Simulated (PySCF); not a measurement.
B(Me)(OMe)(SiH3) (C2H9BOSi), SMILES COB(C)[SiH3]. Heavy atoms are numbered as in [B:1]([CH3:2])([O:6][CH3:7])[SiH3:11]. Hydrogens are named by the atom that carries them.

Geometry optimised at B3LYP-D3(BJ)/def2-SVP. The structure was generated by enumeration, and PubChem lists no compound with its InChIKey, so it may never have been made. Other conformers were not sampled.

These are PBE/pcSseg-1 (PySCF) values and carry that method's errors.

GIAO shieldings, no solvent; atoms alike by connectivity are averaged. δ = σ(ref) − σ: ¹¹B against BF3 (σ = 83.9 ppm); ¹³C against TMS (σ = 182.0 ppm); ¹H against TMS (σ = 31.49 ppm); ¹⁷O against H2O (σ = 334.3 ppm); ²⁹Si against TMS (σ = 335.4 ppm), references at their B3LYP-D3(BJ)/def2-TZVP geometries, non-relativistic.

| nucleus | atoms | count | δ (ppm) |
|---|---|---|---|
| ¹¹B | B1 | 1 | 48.0 |
| ¹³C | C7 (CH3) | 1 | 67.0 |
| ¹³C | C2 (CH3) | 1 | 18.3 |
| ¹H | H on C7 | 3 | 4.40 |
| ¹H | H on Si11 | 3 | 3.66 |
| ¹H | H on C2 | 3 | 1.05 |
| ¹⁷O | O6 | 1 | 247.0 |
| ²⁹Si | Si11 (SiH3) | 1 | -126.5 |
